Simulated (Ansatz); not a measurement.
One change: `C=C[SiH](Cl)Br` becomes `C=C[SiH2]Cl`.

Ansatz, PBE0-D4/def2-TZVP geometries, multiplicity 1. Each molecule was computed in one conformer, which needn't be the lowest.

Scalar relativity is left out up to krypton.

```
                                          property  `C=C[SiH](Cl)Br`
             HOMO energy (ωB97M-V/def2-TZVPP) / eV            -10.56
                LUMO energy (PBE0/def2-TZVPP) / eV             -1.13
    zero-point energy (PBE0-D4/def2-TZVP) / kJ/mol             143.2
size of the dipole moment (ωB97M-V/def2-TZVPP) / D              2.25
               HOMO energy (B3LYP/def2-TZVPP) / eV             -8.09
               HOMO–LUMO gap (PBE/def2-TZVPP) / eV              5.04
```

(1) Give the same properties after the change, and the shifts. (An estimate is asked.)

## Answers

(1) Ansatz gave: 
```tsv
property	`C=C[SiH2]Cl`	shift
HOMO energy (ωB97M-V/def2-TZVPP) / eV	-10.61	-0.05
LUMO energy (PBE0/def2-TZVPP) / eV	-0.93	0.20
zero-point energy (PBE0-D4/def2-TZVP) / kJ/mol	160.9	17.7
size of the dipole moment (ωB97M-V/def2-TZVPP) / D	1.94	-0.31
HOMO energy (B3LYP/def2-TZVPP) / eV	-8.13	-0.04
HOMO–LUMO gap (PBE/def2-TZVPP) / eV	5.30	0.26
```

Dipoles are sizes alone; their direction can turn.

B3LYP here is the variant with VWN-RPA as its local correlation; programs differ in this.

Spin–orbit coupling is left out; it splits and shifts lone-pair levels of the heavy atoms by tenths of an eV.
